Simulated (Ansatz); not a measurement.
Computed with Ansatz on PBE0-D4/def2-TZVP structures; ΔE is electronic, products minus reactants. CBS: MP2 limit from def2 TZ/QZ plus the TZ coupled-cluster correction, frozen cores. One conformer a species, not always the lowest.

Consider the ligand exchange at the Si–N bond: `N[Si@H](O)N[Si@@H](N)F` + `N[SiH](O)Cl` → `N[Si@H](Cl)O[Si@@H](N)O` + `N[SiH](N)F`.

`N[Si@H](O)N[Si@@H](N)F`:

```xyz
15

N    -1.098    2.457   -0.286
Si   -1.206    0.769   -0.074
O    -1.079    0.208    1.456
N     0.109    0.048   -0.959
Si    1.007   -1.352   -0.629
N     1.316   -1.406    1.066
F     0.225   -2.723   -0.889
H    -1.938    3.011   -0.255
H    -0.304    2.980    0.050
H    -2.541    0.419   -0.615
H    -0.363   -0.433    1.599
H     0.257    0.453   -1.874
H     2.185   -1.385   -1.526
H     1.476   -2.315    1.477
H     1.955   -0.730    1.458
```

`N[SiH](O)Cl`:

Cartesian coordinates in Å:
```
N 1.044 0.452 0.403
Si -0.350 -0.447 0.029
O -1.602 0.534 -0.335
Cl 0.213 -1.632 -1.556
H 1.959 0.098 0.180
H 1.060 1.098 1.175
H -0.890 -1.332 1.077
H -1.434 1.230 -0.973
```

`N[Si@H](Cl)O[Si@@H](N)O`:

Cartesian coordinates in Å:
```
N 0.741 0.252 2.038
Si 1.336 -0.205 0.511
O 2.455 -1.386 0.653
O 0.031 -0.723 -0.340
Si -1.415 -0.302 -0.922
N -1.257 0.992 -2.005
Cl -2.658 0.383 0.577
H 1.344 0.628 2.751
H -0.210 0.570 2.139
H 2.034 0.835 -0.273
H 2.229 -2.116 1.234
H -2.043 -1.536 -1.432
H -0.573 0.982 -2.743
H -2.015 1.627 -2.187
```

`N[SiH](N)F`:

Cartesian coordinates in Å:
```
N -1.311 0.003 -0.598
Si -0.041 -0.203 0.511
N 1.396 0.270 -0.250
F -0.495 0.669 1.777
H -2.261 0.110 -0.284
H -1.256 -0.372 -1.529
H 0.213 -1.554 1.067
H 2.292 -0.054 0.073
H 1.464 1.131 -0.767
```

```
                  species  CCSD(T)/CBS(def2) energy (Eh)
 `N[Si@H](O)N[Si@@H](N)F`                     -922.32387
            `N[SiH](O)Cl`                     -881.28474
`N[Si@H](Cl)O[Si@@H](N)O`                    -1302.19680
             `N[SiH](N)F`                     -501.43075
```

(1) Work out ΔE.

Largest T1 diagnostic among the species: 0.011.

## Answers

(1) ΔE = (-1302.19680) + (-501.43075) − (-922.32387) − (-881.28474) = -0.01894 Eh = -0.52 eV.

In def2-TZVPP, CCSD(T) changes the Hartree–Fock value by +0.24 eV (the triples alone add +0.04 eV) and MP2 by +0.24 eV. From PBE to PBE0 (25 % exact exchange), in def2-TZVPP and without D4, ΔE moves by −0.05 eV.
